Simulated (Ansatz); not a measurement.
Basis-set extrapolation for CH4AlBS, SMILES `[CH3][Al]1[BH][S]1` (PBE0-D4/def2-TZVP geometry, frozen core, the Gaussian-basis code of Ansatz). Multiplicity 1, RHF reference.

```tsv
	def2-TZVPP	def2-QZVPP
HF	-704.388246	-704.408753
MP2 correlation	-0.518586	-0.556727
CCSD(T) correlation	-0.587721	not run
```

Energies in hartree. Use E(X) = E(∞) + A·exp(−7.88·√X) for Hartree–Fock and E(X) = E(∞) + B·X^(−2.97) for correlation, with X = 3 and 4, and add CCSD(T) minus MP2 of the smaller set to the MP2 limit.

What is the CCSD(T) energy at the basis-set limit?

HF limit: -704.408753 + (-0.020507) × 0.13774 = -704.41158. MP2 limit: -0.556727 + (-0.038141) × 0.74074 = -0.58498. Higher-order term: -0.587721 − (-0.518586) = -0.06914. Total: -705.06570 hartree, 56.3 kcal/mol below CCSD(T)/def2-TZVPP.
